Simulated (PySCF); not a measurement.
## TiCl₃⁺: fields on a plane

All numbers come from PBE in PySCF with Ti def2-SVP, Cl def2-SVP; no relativity; density-fitted integrals.

The singlet minimum has Ti–Cl 2.119 Å (×3); Cl–Ti–Cl 109.3° (×3).

The plane holds Ti1 at (0.00, 0.00), Cl2 at (2.12, 0.00), Cl3 at (-0.70, 2.00) Å. Columns run from x = -2.55 to 4.35 Å, rows from y = 4.35 (top) to -1.95 Å, in steps of 0.3 Å. Other isomers or separated fragments may lie lower.

**Question.** Give the electron localisation function (set to 0 where the density is under 0.005 e/Å³). Every second row and column.

**Answer.** 
```
0.00 0.00 0.00 0.00 0.00 0.00 0.00 0.00 0.00 0.00 0.00 0.00
0.00 0.00 0.22 0.32 0.28 0.00 0.00 0.00 0.00 0.00 0.00 0.00
0.00 0.36 0.64 0.79 0.71 0.46 0.00 0.00 0.00 0.00 0.00 0.00
0.20 0.63 0.90 0.38 0.89 0.71 0.20 0.00 0.00 0.00 0.00 0.00
0.26 0.73 0.76 0.27 0.35 0.77 0.10 0.02 0.13 0.00 0.00 0.00
0.17 0.63 0.86 0.71 0.82 0.43 0.11 0.53 0.64 0.53 0.23 0.00
0.00 0.39 0.52 0.21 0.48 0.24 0.33 0.86 0.87 0.86 0.50 0.00
0.00 0.03 0.03 0.66 0.51 0.80 0.37 0.14 0.86 0.88 0.62 0.17
0.00 0.05 0.04 0.39 0.80 0.79 0.35 0.71 0.12 0.90 0.57 0.14
0.00 0.14 0.25 0.08 0.11 0.06 0.36 0.80 0.84 0.71 0.38 0.00
0.00 0.00 0.40 0.35 0.10 0.03 0.12 0.44 0.44 0.31 0.00 0.00
```

**Question.** Give the electrostatic potential (V) (cut at 20 V). Lower edges of the bins (V): '0' 2.28, '1' 2.38, '2' 2.55, '3' 2.81, '4' 3.23, '5' 3.89, '6' 4.94, '7' 6.60, '8' 9.23, '9' 13.39; top 20.0.

**Answer.** 
```
333444444443333332221100
344444444444443333222110
444555555544444333332211
445566666555444443333221
455677777655544444333322
556789998765555444443332
556899999876555544444332
567999999976655555444433
567999999986665555544433
567899999987666665554443
566899999987776766655444
566789999998878888765544
666789999999999999876544
667789999999999999986554
667789999999999999986554
667889999999999999987554
667789999999999999986554
667789999999999999876544
666778999998888888765544
666777888888777766655444
566677778877766665554443
556667777777666555544443
```
